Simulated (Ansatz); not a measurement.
Reaction (redistribution): `C[N](C)[InH][Br]` + `[SH][Ti]([Cl])([Cl])[Cl]` → `C[N](C)[InH][SH]` + `[Cl][Ti]([Cl])([Cl])[Br]`

Calculated with Ansatz (gas phase, PBE0-D4/def2-TZVP geometries, no zero-point term in ΔE). CCSD(T)/CBS is the MP2 limit (def2-TZVPP, def2-QZVPP) plus CCSD(T) − MP2 in def2-TZVPP, frozen cores. DFT in def2-TZVPP. B3LYP here is the variant with VWN-RPA as its local correlation; programs differ in this. Elements past krypton have def2 core potentials. For Br, In, Ti outer-core shells are correlated without core-valence functions, which leaves a few kJ/mol of doubt a bond. Scalar relativity is left out up to krypton. Each species was taken in one conformer, which may not be the lowest.

`C[N](C)[InH][Br]`:

```xyz
12

C     1.425   -0.068   -0.504
N     0.063   -0.021   -0.038
C    -0.166    1.012    0.938
In   -1.350   -1.271   -0.693
Br   -3.520   -0.792    0.401
H     1.566   -0.861   -1.243
H     2.129   -0.256    0.321
H     1.725    0.880   -0.975
H    -1.207    1.016    1.266
H     0.063    2.008    0.531
H     0.467    0.871    1.827
H    -1.194   -2.518   -1.832
```

`[SH][Ti]([Cl])([Cl])[Cl]`:

Z-matrix (Å, degrees):
```
Ti
Cl 1 2.162
Cl 1 2.173 2 112.3
S 1 2.254 2 104.5 3 118.3
Cl 1 2.173 2 112.4 3 -123.4
H 4 1.350 1 90.3 2 179.5
```

`C[N](C)[InH][SH]`:

Cartesian coordinates in Å:
```
C 0.421 0.762 1.034
N 0.007 -0.273 0.128
C 0.035 -1.580 0.730
In -0.561 0.016 -1.779
S -0.522 2.274 -2.548
H 0.392 1.744 0.556
H -0.227 0.810 1.923
H 1.450 0.602 1.393
H -0.631 -1.640 1.605
H -0.284 -2.349 0.021
H 1.045 -1.848 1.077
H -1.034 -1.293 -2.760
H -0.090 2.775 -1.379
```

`[Cl][Ti]([Cl])([Cl])[Br]`:

Z-matrix (Å, degrees):
```
Ti
Cl 1 2.161
Cl 1 2.161 2 109.6
Br 1 2.317 2 109.4 3 119.9
Cl 1 2.161 2 109.6 3 -120.2
```

(1) Is it downhill or uphill in electronic energy at CCSD(T)/CBS, and by how much? (Best estimate.)

(2) What do these levels give: ωB97X-V, PBE, r2SCAN, B3LYP, HF/CBS(def2), MP2/CBS(def2)? (Best estimate.)

Largest T1 diagnostic among the species: 0.026, so the coupled-cluster value is less sure than usual.

Results:

(1) Ansatz gave: Nearly level: ΔE = -0.6 kcal/mol.

(2) Ansatz gave: ωB97X-V 0.0, PBE -1.1, r2SCAN -0.7, B3LYP -0.5, HF/CBS(def2) 1.1, MP2/CBS(def2) -1.3 kcal/mol.

In def2-TZVPP, CCSD(T) changes the Hartree–Fock value by −2.2 kcal/mol (the triples alone add −0.4 kcal/mol) and MP2 by −2.9 kcal/mol.
